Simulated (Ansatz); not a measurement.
`C=C(C)[SiH2][SiH3]` + silanol → `[SiH3]O[SiH2][SiH3]` + propene at 400 K and 1 bar (ligand exchange at the Si–C bond).

Isolated molecules relaxed with PBE0-D4/def2-TZVP in Ansatz; ΔE leaves out vibrations. CCSD(T)/CBS is the MP2 limit (def2-TZVPP, def2-QZVPP) plus CCSD(T) − MP2 in def2-TZVPP, frozen cores. One conformer a species, not always the lowest.

| species | CCSD(T)/CBS energy (Eh) | H − E (kJ/mol) | S (J/(mol·K)) |
| --- | --- | --- | --- |
| `C=C(C)[SiH2][SiH3]` | -698.30589 | 335.4 | 427.5 |
| `O[SiH3]` | -366.69042 | 120.0 | 276.4 |
| `[SiH3]O[SiH2][SiH3]` | -947.28799 | 227.4 | 435.6 |
| `C=CC` | -117.74610 | 229.7 | 285.2 |

H − E and S are ideal-gas, rigid-rotor, harmonic terms from PBE0-D4/def2-TZVP, for one conformer and one mirror image of each species. 1 Eh = 2625.50 kJ/mol, R = 8.31446 J/(mol·K).

Problem. By hand: ΔE, ΔH, ΔS and ΔG.

Solution. ΔE = (-947.28799) + (-117.74610) − (-698.30589) − (-366.69042) = -0.03778 Eh = -99.2 kJ/mol. Δ(H − E) = 227.4 + 229.7 − 335.4 − 120.0 = 1.7, so ΔH = -97.5 kJ/mol. ΔS = 435.6 + 285.2 − 427.5 − 276.4 = 16.9 J/(mol·K). ΔG = -97.5 − 400 × (16.9)/1000 = -104.3 kJ/mol.

Problem. By hand: the equilibrium constant, and the temperature at which ΔG would vanish if ΔH and ΔS stayed fixed.

Solution. log₁₀ K = −ΔG/(RT ln 10) = 13.6. ΔH and −TΔS have one sign here, so there is no such temperature.

ΔH outweighs TΔS. A doubt of 5 kJ/mol in ΔE shifts log₁₀ K by 0.7 here. Other conformers and mirror images would add mixing entropy, several J/(mol·K) or more a flexible species. Modes under 60 cm⁻¹, often nearly free rotors, make the harmonic entropy too high. These are equilibria of isolated gas molecules and say nothing of rates. Largest T1 diagnostic: 0.012 (customary marks: 0.02 for closed shells, 0.045 for open ones).
